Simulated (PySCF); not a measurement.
**Dipole polarisabilities along the second row, charge +2**

Calculated with PySCF 2.14 for the ground configurations, without spin-orbit coupling: coupled response for Hartree-Fock and DFT. Mean α in bohr³, C₆ of like pairs in atomic units.

| species | α UHF | α PBE | α PBE0 | C₆ UHF | C₆ PBE | C₆ PBE0 |
| --- | --- | --- | --- | --- | --- | --- |
| Be²⁺ 1s2 (aug-cc-pCVQZ-DK, spin-free X2C) | 0.05167 | 0.05505 | 0.05409 | 0.01101 | 0.01197 | 0.01170 |
| B²⁺ [He] 2s1 (aug-cc-pwCVQZ, non-relativistic) | 7.944 | 6.978 | 7.196 | 11.17 | 9.264 | 9.683 |
| C²⁺ [He] 2s2 (aug-cc-pwCVQZ, non-relativistic) | 4.508 | 4.217 | 4.277 | 7.110 | 6.490 | 6.617 |
| N²⁺ [He] 2s2 2p1 (aug-cc-pCVQZ-DK, spin-free X2C) | 2.706 | 2.582 | 2.595 | 3.832 | 3.665 | 3.681 |
| O²⁺ [He] 2s2 2p2 (aug-cc-pwCVQZ, non-relativistic) | 1.803 | 1.747 | 1.746 | 2.359 | 2.339 | 2.325 |
| F²⁺ [He] 2s2 2p3 (aug-cc-pwCVQZ, non-relativistic) | 1.273 | 1.252 | 1.246 | 1.561 | 1.595 | 1.572 |
| Ne²⁺ [He] 2s2 2p4 (aug-cc-pCVQZ-DK, spin-free X2C) | 0.8285 | 0.8710 | 0.8555 | 1.031 | 1.107 | 1.081 |
